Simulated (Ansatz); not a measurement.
Consider the ligand exchange at the Al–C bond: `[CH3][SnH2][CH2][AlH2]` + `CC(=N)O` → `C/C(O)=[N]\[AlH2]` + `[CH3][SnH2][CH3]`.

Isolated molecules relaxed with PBE0-D4/def2-TZVP in Ansatz; ΔE leaves out vibrations. CCSD(T)/CBS adds triple-zeta CCSD(T) − MP2 to the extrapolated MP2 energy (def2 sets, frozen cores). DFT in def2-TZVPP. def2 core potentials past Kr. For Sn outer-core shells are correlated without core-valence functions, which leaves a few kJ/mol of doubt a bond. One conformer a species, not always the lowest.

`[CH3][SnH2][CH2][AlH2]`:

Z-matrix (Å, degrees):
```
Sn
C 1 2.162
Al 1 3.249 2 35.1
C 1 2.138 2 110.6 3 -116.8
H 1 1.728 2 107.2 3 1.7
H 1 1.711 2 110.7 3 118.8
H 2 1.093 1 106.0 3 121.4
H 2 1.092 1 106.9 3 -122.1
H 3 1.589 1 112.7 2 110.4
H 3 1.590 1 109.6 2 -112.7
H 4 1.090 1 109.7 2 -62.9
H 4 1.090 1 109.5 2 56.8
H 4 1.090 1 110.4 2 176.8
```

`CC(=N)O`:

```xyz
9

C     0.184   -0.494   -0.900
C    -0.037    0.253    0.374
N    -0.847    0.010    1.312
O     0.777    1.321    0.464
H     0.003    0.166   -1.751
H     1.223   -0.823   -0.961
H    -0.474   -1.358   -0.967
H    -1.398   -0.819    1.119
H     0.570    1.744    1.309
```

`C/C(O)=[N]\[AlH2]`:

```xyz
11

C    -0.346    0.999   -1.375
C     0.478    0.359   -0.302
O     1.769    0.758   -0.401
N     0.079   -0.432    0.575
Al   -0.670   -1.517    1.711
H     0.050    0.726   -2.356
H    -1.382    0.684   -1.294
H    -0.280    2.086   -1.292
H     2.247    0.315    0.312
H    -0.705   -3.061    1.363
H    -1.240   -0.917    3.060
```

`[CH3][SnH2][CH3]`:

Cartesian coordinates in Å:
```
C -0.376 -1.754 0.123
Sn -0.205 0.178 -0.785
C 0.573 1.583 0.632
H -0.773 -2.476 -0.591
H -1.047 -1.704 0.982
H 0.603 -2.096 0.461
H -1.746 0.699 -1.327
H 0.842 0.087 -2.140
H -0.092 1.650 1.494
H 1.559 1.263 0.972
H 0.661 2.571 0.179
```

```
          level  ΔE (kJ/mol)
         PBE-D4        -76.2
  HF/def2-TZVPP        -88.8
CCSD/def2-TZVPP        -77.8
  MP2/CBS(def2)        -76.5
```

(1) What does CCSD(T)/CBS give? (Best estimate.)

Largest T1 diagnostic among the species: 0.014.

Answers

(1) The calculation gave: -73.7 kJ/mol. The listed levels differ from it by -2.5, -15.1, -4.1, -2.8 kJ/mol.

In def2-TZVPP, CCSD(T) changes the Hartree–Fock value by +12.4 kJ/mol (the triples alone add +1.3 kJ/mol) and MP2 by +9.6 kJ/mol.
